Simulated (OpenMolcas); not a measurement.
Co VIII: effect of the level shift or regulariser

```json
{"Program": "OpenMolcas 26.06", "Basis": "ANO-RCC-VQZP [7s6p4d3f2g1h]", "Scalar Hamiltonian": "DKH2, point nucleus", "Active space": "2 electrons in 10 orbitals (3d 4d)", "State averaging": "2S+1 = 3 even, 10 roots; 2S+1 = 1 even, 15 roots", "Spin-orbit coupling": "RASSI with atomic mean-field integrals over the reference wave functions, term energies averaged over their components"}
```

Methods on the same reference wave functions:
A. CASSCF
B. SS-CASPT2, IPEA 0.25 Eh, imaginary shift 0.1 Eh (closed shells correlated: 3s 3p)
C. SS-CASPT2, IPEA 0.25 Eh, imaginary shift 0.3 Eh (closed shells correlated: 3s 3p)

Energies in cm⁻¹ above 3d² ³F₂, the measured ground level; measured values from Sugar and Corliss, J. Phys. Chem. Ref. Data 10, 1097 (1981).

```
  Level      A      B      C  Measured
3d² ³F₂    0.0    0.0    0.0       0.0
3d² ³F₃   1431   1445   1445      1430
3d² ³F₄   3205   3220   3220      3144
3d² ¹D₂  23188  19740  19740     19624
3d² ³P₀  26573  23160  23160     22304
3d² ³P₁  27096  23690  23690     22839
3d² ³P₂  28328  24920  24920     24055
3d² ¹G₄  35362  33150  33150     32360
3d² ¹S₀  83959  76610  76610     74247
```

Deviations, from unrounded energies. A percentage is the sum of absolute deviations over the sum of measured energies, with the sign that they share, or ± where signs differ.

```json
{"Against measurement": "mean absolute deviation (cm-1)", "Levels": "8", "A": "3600", "B": "740", "C": "740"}
{"Against measurement": "fine structure of the ground term (%)", "Levels": "2", "A": "+1.4", "B": "+1.9", "C": "+1.9"}
{"Against measurement": "other terms of the ground configuration (%)", "Levels": "6", "A": "+14.9", "B": "+3.0", "C": "+3.0"}
```

B, C lie about equally close to measurement and A furthest from it. The largest miss of B in the table is 3d² ¹S₀, by +2400 cm-1. The ranking rests on the paired levels alone, and a cruder setting can come out closer through cancelling errors.

Between B and C no level of the table moves by more than 5 cm-1.

The two smallest mean deviations differ by little beside CASPT2's spread within terms, so their order carries little weight.

From A to B the spin-free energies of the other terms of 3d² shown, above ³F, scale by factors of 0.84 to 0.93, as is usual when dynamic correlation screens the repulsion within a d or f shell.

The lowest spin-free term lies below A's lowest term by 0.314 hartree in B, 0.314 hartree in C.

CASPT2 breaks the degeneracy within a term, and the mean is taken; among the terms shown or strongly mixed into the levels shown the widest spread is 940 cm-1 (3d² ¹G, B). Active for correlation alone: 4d; no level in the range computed is led by a configuration that fills it, so any true level of that kind is missing. Without dynamic correlation excited terms often stand tens of per cent too high (terms of higher spin than the ground term too low), and those without a measured partner can miss by more than the paired ones (holds for A). Computed and measured levels are paired by configuration, term and J; levels that our copy of the source lacks, or whose pairing is in doubt (as where it misses far off the trend of its configuration), stay unpaired and out of the deviations. Only configurations of the active space appear.
